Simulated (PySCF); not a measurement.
Structure problem from calculated spectra and properties.

Formula: C4H12AlF2NO.

* Rotational structure: rotational constants A, B, C: 2.658, 0.627, 0.586 GHz [PBE0-D3(BJ)/def2-SVP]
* Triplet: lowest triplet excitation (Tamm–Dancoff): 6.10 eV [TDA PBE0/def2-SVPD]
* Polarisability: 97.0 au [PBE0/def2-SVPD]
* 1H NMR: chemical shifts (computed TMS as zero) by class: 5.96 (1 H), 4.42 (2 H), 3.83 (3 H), 2.66 (6 H) ppm [GIAO B3LYP/pcSseg-1]
* UV, strongest line: among the 10 lowest singlet transitions: S8 at 7.80 eV (159 nm, f = 0.085) [TDDFT PBE0/def2-SVPD]
* Dipole: 2.85 D [PBE0/def2-SVPD]
* XPS: C1s 292.3 (×2), C1s 294.1, C1s 297.8, N1s 406.9, O1s 540.1, F1s 694.1 (×2), Al1s 1565.5 eV [ΔSCF SCAN, pcX-2 on the ionised atom, pcseg-1 elsewhere, spin-free X2C]
* NMR, other nuclei: isotropic shieldings of nuclei other than C and H, by class: 202 (1 N), 215 (1 O), 270 (2 F), 403 (1 Al) ppm [GIAO B3LYP/pcSseg-1]
* 13C NMR: chemical shifts (computed TMS as zero) by class: 121.7 (1 C), 84.0 (1 C), 42.5 (2 C) ppm [GIAO B3LYP/pcSseg-1]
* Valence photoelectron: vertical ionisation energy: 9.80 eV [ΔSCF PBE0/def2-SVPD]

The electronic properties come from PySCF, for the isolated species, density fitting. Levels stand in brackets. The structure is a single PBE0-D3(BJ)/def2-SVP conformer in the gas phase; no vibrational or solvent corrections. NMR classes are plain means over equivalent atoms (diastereotopic ones count apart unless rotation or inversion swaps them), as if these changed places fast.

Question: Propose a structure and show how it fits.

Answer: Numbering: `[CH3:1][N+:2]([CH3:3])([AlH3-:4])[CH2:5][O:6][CH:7]([F:8])[F:9]`. 4 carbons fall into 3 classes; from least to most shielded: CHF2 carbon [C7] (121.7 ppm), sp3 carbon bound to oxygen [C5] (84.0 ppm), N-methyl carbon [C1/C3] (42.5 ppm, 2 C). Hydrogen classes from least to most shielded: 1 H on a CHF2 carbon, C7 (5.96 ppm), 2 H on an sp3 carbon bound to oxygen, C5 (4.42 ppm), 3 H on an aluminium bonded to N and 3 H, Al4 (3.83 ppm), 6 H on 2 N-methyl carbons, C1/C3 (2.66 ppm). The other shieldings belong to: 202 ppm, nitrogen bonded to Al and 3 C [N2]; 215 ppm, ether oxygen [O6]; 270 ppm, fluorine of a CF2 group [F8/F9]; 403 ppm, aluminium bonded to N and 3 H [Al4]. The core levels belong to: C1s 292.3 eV, N-methyl carbon [C1/C3]; C1s 294.1 eV, sp3 carbon bound to oxygen [C5]; C1s 297.8 eV, CHF2 carbon [C7]; N1s 406.9 eV, nitrogen bonded to Al and 3 C [N2]; O1s 540.1 eV, ether oxygen [O6]; F1s 694.1 eV, fluorine of a CF2 group [F8/F9]; Al1s 1565.5 eV, aluminium bonded to N and 3 H [Al4]. One atom of each topological class was ionised and stands for its class. The first electron is taken from the HOMO, whose largest Löwdin shares are 0.36 on the aluminium bonded to N and 3 H, 0.30 on an Al–H hydrogen and 0.24 on an Al–H hydrogen. The optimised geometry has point group C1 and is an asymmetric top. Structure: `C[N+](C)([AlH3-])COC(F)F`. The assignments are read from this structure; whether some other isomer fits the data as well wasn't checked.

Conformer computed: `[CH3:1][N+:2]([CH3:3])([AlH3-:4])[CH2:5][O:6][CH:7]([F:8])[F:9]`: C1–N2–C5–O6 -61°, N2–C5–O6–C7 174°, C5–O6–C7–F8 -173°.
